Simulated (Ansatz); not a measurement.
`OC1=N[SiH2]N1`. Charge 0, multiplicity 1. The geometry is a stationary point of PBE0-D4/def2-TZVP. It is one conformer, not always the lowest.

```xyz
9

O     0.785   -0.146   -1.930
C     0.359    0.074   -0.692
N     0.203    1.225   -0.115
Si   -0.456    0.302    1.217
N     0.051   -0.995    0.123
H     0.939    0.725   -2.321
H    -1.921    0.386    1.429
H     0.253    0.328    2.518
H    -0.213   -1.899   -0.229
```

Problem. What is the dipole moment at PBE/def2-TZVPP? (An estimate is asked.)

Solution. Computed: 1.71 D, with components (-0.68, -1.54, -0.28) D in this frame, pointing from negative to positive charge.

Problem. And with r2SCAN, B3LYP, ωB97M-V? (Best estimate.)

Solution. Ansatz gave: r2SCAN 1.75 D, B3LYP 1.73 D, ωB97M-V 1.75 D.

Problem. Give the Mulliken charges with PBE, B3LYP, r2SCAN in def2-TZVPP. (Estimate.)

Solution. Ansatz gave: 
```
atom    PBE  B3LYP  r2SCAN
  O1  -0.23  -0.26   -0.29
  C2   0.28   0.37    0.46
  N3  -0.39  -0.46   -0.52
 Si4   0.44   0.53    0.56
  N5  -0.34  -0.39   -0.44
  H6   0.22   0.22    0.24
  H7  -0.07  -0.08   -0.08
  H8  -0.07  -0.08   -0.08
  H9   0.15   0.14    0.15
```

B3LYP here is the variant with VWN-RPA as its local correlation; programs differ in this.
